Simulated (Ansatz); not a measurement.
Reaction (redistribution): `F[C](=[Se])[InH2]` + `CO[SiH3]` → `[SiH3][O][InH2]` + `CC(F)=[Se]`

Gas-phase electronic energies from Ansatz, PBE0-D4/def2-TZVP geometries. CCSD(T)/CBS is the MP2 limit (def2-TZVPP, def2-QZVPP) plus CCSD(T) − MP2 in def2-TZVPP, frozen cores. DFT in def2-TZVPP. Elements past krypton have def2 core potentials. For In, Se outer-core shells are correlated without core-valence functions, which leaves a few kJ/mol of doubt a bond. Scalar relativity is left out up to krypton.

CCSD(T)/CBS gives -141.4 kJ/mol.

Question: Another level gave -141.0 kJ/mol. Which?
A. RPA@PBE/def2-TZVPP
B. r2SCAN/def2-TZVPP
C. BLYP-D4/def2-TZVPP
D. HF/def2-TZVPP

Answer: B. r2SCAN -141.0, BLYP-D4 -134.8, HF/def2-TZVPP -147.6, RPA@PBE/def2-TZVPP -129.6 kJ/mol.

Largest T1 diagnostic among the species: 0.018.

From PBE to PBE0 (25 % exact exchange), in def2-TZVPP and without D4, ΔE moves by −5.2 kJ/mol. Leaving LDA and LC-ωPBE aside and taking each functional with its dispersion term where it has one, the values, not all of them listed here, spread over 14.9 kJ/mol, from B97M-V to PBE-D4.
